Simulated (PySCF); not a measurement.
aminoborane (BH4N), SMILES BN. Atoms are numbered in the order given.

```xyz
6

B      0.0000     0.0000    -0.7807
N      0.0000     0.0000     0.6121
H      0.0000     1.0536    -1.3608
H      0.0000    -1.0536    -1.3608
H      0.0000    -0.8476     1.1702
H      0.0000     0.8476     1.1702
```
Charge 0, spin multiplicity 1.

Geometry optimised at PBE-D3(BJ)/def2-TZVP.

These are PBE-D3(BJ)/def2-TZVP (PySCF) values and carry that method's errors.

Frequencies are harmonic and unscaled.

```json
[
 {"mode": "1", "ν (cm⁻¹)": "611", "IR (km/mol)": "172.6", "Raman (Å⁴/amu)": "0.0", "depolarisation": "–", "moving atoms (share of kinetic energy)": "H 78 %, N 21 %"},
 {"mode": "2", "ν (cm⁻¹)": "723", "IR (km/mol)": "0.0", "Raman (Å⁴/amu)": "0.0", "depolarisation": "–", "moving atoms (share of kinetic energy)": "H 96 %"},
 {"mode": "3", "ν (cm⁻¹)": "848", "IR (km/mol)": "0.0", "Raman (Å⁴/amu)": "0.9", "depolarisation": "0.75", "moving atoms (share of kinetic energy)": "H 100 %"},
 {"mode": "4", "ν (cm⁻¹)": "972", "IR (km/mol)": "19.1", "Raman (Å⁴/amu)": "0.0", "depolarisation": "–", "moving atoms (share of kinetic energy)": "H 73 %, B 26 %"},
 {"mode": "5", "ν (cm⁻¹)": "1102", "IR (km/mol)": "32.1", "Raman (Å⁴/amu)": "0.5", "depolarisation": "0.75", "moving atoms (share of kinetic energy)": "H 65 %, B 18 %, N 17 %"},
 {"mode": "6", "ν (cm⁻¹)": "1122", "IR (km/mol)": "0.1", "Raman (Å⁴/amu)": "11.6", "depolarisation": "0.50", "moving atoms (share of kinetic energy)": "H 82 %, N 15 %"},
 {"mode": "7", "ν (cm⁻¹)": "1333", "IR (km/mol)": "43.1", "Raman (Å⁴/amu)": "13.6", "depolarisation": "0.04", "moving atoms (share of kinetic energy)": "B 51 %, H 33 %, N 15 %"},
 {"mode": "8", "ν (cm⁻¹)": "1596", "IR (km/mol)": "65.6", "Raman (Å⁴/amu)": "4.7", "depolarisation": "0.72", "moving atoms (share of kinetic energy)": "H 80 %, N 17 %"},
 {"mode": "9", "ν (cm⁻¹)": "2521", "IR (km/mol)": "82.3", "Raman (Å⁴/amu)": "129.5", "depolarisation": "0.10", "moving atoms (share of kinetic energy)": "H 95 %"},
 {"mode": "10", "ν (cm⁻¹)": "2604", "IR (km/mol)": "145.6", "Raman (Å⁴/amu)": "46.3", "depolarisation": "0.75", "moving atoms (share of kinetic energy)": "H 88 %, B 12 %"},
 {"mode": "11", "ν (cm⁻¹)": "3497", "IR (km/mol)": "15.0", "Raman (Å⁴/amu)": "131.7", "depolarisation": "0.10", "moving atoms (share of kinetic energy)": "H 96 %"},
 {"mode": "12", "ν (cm⁻¹)": "3586", "IR (km/mol)": "22.7", "Raman (Å⁴/amu)": "63.3", "depolarisation": "0.75", "moving atoms (share of kinetic energy)": "H 91 %, N 9 %"}
]
```
